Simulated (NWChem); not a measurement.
# BNH$_{3}$OF; SMILES NB(O)F

```xyz
7

B     -0.0066    -0.0205     0.0000
F      1.2501    -0.5382     0.0000
O     -1.0897    -0.8661     0.0000
H     -0.8022    -1.7950     0.0000
N     -0.1785     1.3790     0.0000
H     -1.0973     1.8157     0.0000
H      0.6069     2.0251     0.0000
```
Atoms are numbered in this order, from 1.

Program: NWChem. Pople sets run with spherical d functions. The geometry was optimised at PBE-D3(BJ)/def2-SVP. Vzz is the largest principal value of the second derivative of the potential at the nucleus (NWChem prints the opposite sign); η is the asymmetry. Non-relativistic.

### Question
Estimate the computed values for Hartree-Fock/6-31G*. Quantities: Vzz B1 (a.u.); η B1; Vzz O3 (a.u.); η O3; Vzz N5 (a.u.); η N5.

### Answer
```yaml
Vzz B1 (a.u.): 0.281
"η B1": 0.68
Vzz O3 (a.u.): 1.420
"η O3": 0.48
Vzz N5 (a.u.): -0.871
"η N5": 0.36
```
